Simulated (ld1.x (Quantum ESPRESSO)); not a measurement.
# Cutoff test, gold, PAW

gold, PAW, made with ld1.x (Quantum ESPRESSO) 7.5 (LDA (PZ), scalar-relativistic). Core [Xe] 4f14, reference 5d10 6s0.5 6p0 (charge +0.5). Waves: 6s (bound): rcut 1.95, rcutus 2.45 bohr; 6s channel at 1.4 Ry: rcut 1.95, rcutus 2.45 bohr; 6p (bound, empty): rcut 2.80, rcutus 3.25 bohr; 6p channel at 3.85 Ry: rcut 2.80, rcutus 3.25 bohr; 5d (bound): rcut 1.80, rcutus 2.50 bohr; 5d channel at 3.2 Ry: rcut 1.80, rcutus 2.50 bohr. Local part: all-electron potential smoothed inside 2.95 bohr (lloc = -1). Core correction: Bessel-smoothed model core, default radius (core density twice the valence density). Augmentation charge: BESSEL, radius 1.30 bohr.

The pseudo-atom Hamiltonian at the reference potential is diagonalised in spherical Bessel functions j_l(qr) that vanish at 20 bohr, with q² up to the cutoff. All-electron valence levels (Ry): 6s -0.7162, 6p -0.2747, 5d -0.8255.

Q: How do the lowest levels (Ry) of each channel move with the cutoff, and are there ghosts?

A:

```
cutoff (Ry)     s #1     s #2     p #1     p #2     d #1     d #2    f #1  Σ f·Δε (mRy)
          8  -0.7160  -0.0984  -0.2747  -0.0362  -0.4706  -0.0208  0.0385        3548.8
         10  -0.7161  -0.0984  -0.2747  -0.0362  -0.7226  -0.0226  0.0385        1029.0
         15  -0.7162  -0.0984  -0.2747  -0.0362  -0.8216  -0.0229  0.0385          39.6
         18  -0.7162  -0.0984  -0.2747  -0.0362  -0.8251  -0.0229  0.0385           4.5
         21  -0.7162  -0.0984  -0.2747  -0.0362  -0.8251  -0.0229  0.0385           4.2
         25  -0.7162  -0.0984  -0.2747  -0.0362  -0.8253  -0.0229  0.0385           2.5
         35  -0.7162  -0.0984  -0.2747  -0.0362  -0.8255  -0.0229  0.0385           0.4
         40  -0.7162  -0.0984  -0.2747  -0.0362  -0.8255  -0.0229  0.0385           0.2
        400  -0.7162  -0.0984  -0.2747  -0.0362  -0.8255  -0.0229  0.0385           0.0
```

Result: no extra level below or beside the all-electron valence levels (s, p, d, f tested); 10 mRy is reached at 18 Ry and 1 mRy at 30 Ry.
